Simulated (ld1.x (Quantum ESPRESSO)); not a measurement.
What one change does to a pseudopotential (V, RRKJ)

* Element: V (Z = 23)
* Generator: ld1.x (Quantum ESPRESSO) 7.5
* Type: norm-conserving RRKJ (Kleinman–Bylander form)
* Functional: LDA (PZ)
* Relativity: scalar-relativistic
* Frozen core: [Ar]
* Valence charge: 5
* Reference configuration: 3d3 4s1.75 4p0.25
* Partial waves: 4p (bound): rc 3.95 bohr; 3d (bound): rc 1.40 bohr; 4s (bound): rc 2.50 bohr
* Local potential: the s channel
* Core correction: a·sin(br)/r model core inside 0.75 bohr
* rho0: 0.001

Change: wave 4p (bound): rc 3.95 bohr becomes 4p (bound): rc 2.54 bohr.

Cutoffs: the cutoffs (Ry, on a coarse ladder) from which the occupation-weighted sum of valence levels, in a spherical-Bessel basis at the reference potential, stays within 10 and 1 mRy of its value at 400 Ry; they do not see the model core or the augmentation charge, which bear on the density cutoff. Errors are all-electron minus pseudo energies relative to the spin-unpolarised reference configuration.

**Question.** Predict the effect on cutoff, ghosts and configuration errors.

**Answer.** The potential gets neither clearly harder nor softer (80 Ry and 90 Ry → 80 Ry and 90 Ry); of the 9 tests that both files solve, the error grows in 0 and shrinks in 2 by more than 15 % and 0.3 meV (median size 39.3 → 40.6 meV); neither file shows a bound ghost.

```csv
quantity,base,changed
"cutoff, loose",80 Ry,80 Ry
"cutoff, tight",90 Ry,90 Ry
bound ghosts,none,none
"error for 3d3 4s2 4p0, meV [ΔE -0.84 eV]",-0.1,-0.1
"error for 3d3 4s1 4p0, meV [ΔE 7.11 eV]",-4.4,-4.9
"error for 3d3 4s0 4p0, meV [ΔE 21.65 eV]",-39,-41
"error for 3d4 4s0 4p0, meV [ΔE 6.54 eV]",-364,-362
"error for 3d3.5 4s1.5 4p0, meV [ΔE -0.81 eV]",-69,-68
"error for 3d3 4s1 4p1, meV [ΔE 2.57 eV]",-2.0,-1.2
"error for 3d3 4s0 4p1, meV [ΔE 11.28 eV]",-16,-11
"error for 3d3 4s1.75 4p0.25 (spin-polarised), meV [ΔE -1.79 eV]",+93,+94
"error for 3d3 4s2 4p0 (spin-polarised), meV [ΔE -2.46 eV]",+94,+94
```
